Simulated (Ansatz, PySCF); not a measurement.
F2H2OSeSi, SMILES F[Si](O)(F)[SeH].

Geometry: B3LYP-D3(BJ)/def2-SVP. The structure was generated by enumeration, and PubChem lists no compound with its InChIKey, so it may never have been made. Other conformers were not sampled.

Vertical ionisation energy (IE) and electron affinity (EA) in eV. Rows of orbital energies are one-electron estimates. Where ΔSCF, EOM or ADC give a negative EA the extra electron is unbound and the value depends on the basis.

| level | IE | EA |
|---|---|---|
| −ε(HOMO), −ε(LUMO), CAM-B3LYP/def2-TZVP (PySCF) | 9.10 | -0.70 |
| −ε(HOMO), −ε(LUMO), PBE/def2-TZVP (PySCF) | 6.57 | 1.19 |
| ΔSCF, CAM-B3LYP/def2-SVPD (Ansatz), final states of multiplicity 2 and 2 | 10.28 | -0.71 |
| ΔSCF, PBE/def2-SVPD (Ansatz), final states of multiplicity 2 and 2 | 10.02 | -0.47 |

Problem. What vertical singlet–triplet gap does ΔSCF give with CAM-B3LYP/def2-SVPD (Ansatz, a first-principles code) and with PBE/def2-SVPD (Ansatz)? (The exact figures need the calculation; the answer reports its results.)

Solution. 5.37 and 5.19 eV (triplet above singlet where positive).
